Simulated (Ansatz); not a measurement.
Two isomers of C3H6BN: A = `BN=C1CC1`, B = `BNC=C=C`.

Isolated molecules relaxed with PBE0-D4/def2-TZVP in Ansatz; ΔE leaves out vibrations. CBS: MP2 limit from def2 TZ/QZ plus the TZ coupled-cluster correction, frozen cores. Functionals use def2-TZVPP. B3LYP here is the variant with VWN-RPA as its local correlation; programs differ in this. Each species was taken in one conformer, which may not be the lowest.

(1) Which is lower in electronic energy at CCSD(T)/CBS, and by how much? (An estimate is asked.)

(2) Give E(B) − E(A) in kJ/mol with HF/def2-TZVPP, PBE-D4, B2PLYP, CCSD(T)/def2-SVP, r2SCAN-D4, B3LYP, B3LYP-D4. (Estimate.)

(3) Does the order hold for the free energy at 298.15 K (harmonic terms from PBE0-D4)? (Best estimate.)

Largest T1 diagnostic: 0.015.

Answers

(1) The calculation gave: B, by 49.0 kJ/mol.

(2) The calculation gave: HF/def2-TZVPP -58.1, PBE-D4 -25.6, B2PLYP -44.9, CCSD(T)/def2-SVP -34.9, r2SCAN-D4 -30.6, B3LYP -45.4, B3LYP-D4 -45.5. None reverses the order clearly.

(3) The calculation gave: Yes: G(B) − G(A) = -49.5 kJ/mol, for one conformer each.

In def2-TZVPP, CCSD(T) changes the Hartree–Fock value by +11.8 kJ/mol (the triples alone add +0.3 kJ/mol) and MP2 by +20.5 kJ/mol. At CCSD(T), def2-SVP lies +14.1 kJ/mol from the extrapolated value and def2-TZVPP +2.7 kJ/mol.
